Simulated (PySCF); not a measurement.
# Configurations of TmF

Unrestricted PBE0; Tm x2c-SVPall, F x2c-SVPall; spin-free X2C with a Gaussian nucleus (PySCF 2.14). The search starts from ions with several 4f fillings and holds each by maximum overlap.

The lowest solution of each spin and filling, followed along the bond (rough minima from three points):

```json
{"2Ms+1": "3", "4f population": "12.70", "⟨S²⟩ at the start": "2.00", "R at minimum (Å)": "1.97", "Te (eV)": "0.00"}
{"2Ms+1": "1", "4f population": "12.97", "⟨S²⟩ at the start": "1.00", "R at minimum (Å)": "2.01", "Te (eV)": "0.06"}
{"2Ms+1": "3", "4f population": "12.04", "⟨S²⟩ at the start": "2.00", "R at minimum (Å)": "1.93", "Te (eV)": "0.57"}
```

Solutions at the starting distance of 2.090 Å, counted from the lowest; the search is not exhaustive:

```tsv
2Ms+1	4f population	E (eV)	⟨S²⟩	⟨Lz²⟩	μ (D)
1	12.97	0.00	1.00	4.0	-4.02
3	12.70	0.01	2.00	5.9	-3.67
1	12.84	0.28	1.00	9.0	-3.89
3	12.04	0.73	2.00	9.0	-2.75
3	12.02	0.96	2.00	10.0	-2.77
1	12.02	1.80	1.00	9.1	-2.76
1	12.01	1.95	1.00	8.0	-2.78
5	12.02	1.98	6.00	13.0	-4.19
5	12.02	2.18	6.00	14.0	-4.16
5	12.03	2.44	6.00	9.9	-1.82
3	12.70	2.56	2.29	6.5	-2.58
3	12.61	2.61	2.41	7.5	-2.46
5	12.03	2.69	6.00	9.0	-0.58
```

Partly filled real f orbitals mix terms, so no term symbols are given. A population far from a whole number shows f orbitals mixing with d and ligand orbitals, not a clean configuration. A positive dipole means Tm(−)F(+).

Spin–orbit coupling is left out. Counting both spins, an empty level lies below a filled one in some of these solutions, because spin and occupation are held. With d or f electrons several states lie close, and the lowest PBE0 determinant need not be the measured ground state.
